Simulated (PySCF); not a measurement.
Antimony: a sound run and one with changed settings

Sound run: Sb⁺ [Kr] 4d10 5s2 5p2, Sb²⁺ [Kr] 4d10 5s2 5p1. Computed with PySCF 2.14 in def2-TZVP with the def2 core potential (28 electrons), with scalar relativity through the core potential. In the sound run the correlated levels freeze 4s2 4p6 4d10 outside the core potential. The sound run starts from symmetry-adapted Hartree-Fock orbitals and uses a fine grid where one is needed.

Changed run: all electrons correlated in a basis built for the valence shell.

```
species  method  sound run (hartree)  changed run (hartree)  converged
    Sb⁺     MP2           -239.00739             -239.28735        yes
   Sb²⁺     MP2           -238.40771             -238.68163        yes
```

Ionisation energy of Sb⁺:

| method | sound run (eV) | changed run (eV) |
| --- | --- | --- |
| UHF | 16.009 | 16.009 |
| MP2 | 16.318 | 16.482 |
| SCS-MP2 | 16.255 | 16.367 |

A valence basis has no tight correlating functions, so it recovers only part of the core correlation, and not evenly between atom and ion.

For comparison, NIST gives 16.626 ± 0.025 eV between the lowest levels.
